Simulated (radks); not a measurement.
La XIX, configuration [Ar] 3d10 4s2 4p4 4d5 (not the ground configuration). Calculated with a radial shooting solver on a logarithmic mesh with Libxc functionals: Dirac Kohn-Sham, PBE, spin-unpolarised, spherical densities, finite nucleus; open shells fill j = l - 1/2 first; Fermi nuclear charge, rms radius 4.855 fm.

Spin-orbit splittings of the eigenvalues, e(l+1/2) - e(l-1/2), with zeta = 2 splitting/(2l+1) and mean radii in bohr:

shell  occ.  splitting (eV)  zeta (eV)  <r> j=l-1/2  <r> j=l+1/2
2p        6           413.7      275.8      0.08984      0.09593
3p        6           81.63      54.42       0.2730       0.2848
3d       10           17.59      7.036       0.2553       0.2590
4p        4           20.44      13.63       0.6286       0.6489
4d        5           4.036      1.614       0.6665       0.6725
4f        0          0.7407     0.2116       0.6829       0.6851
5p        0           7.299      4.866        1.182        1.210
5d        0           1.494     0.5977        1.281        1.289
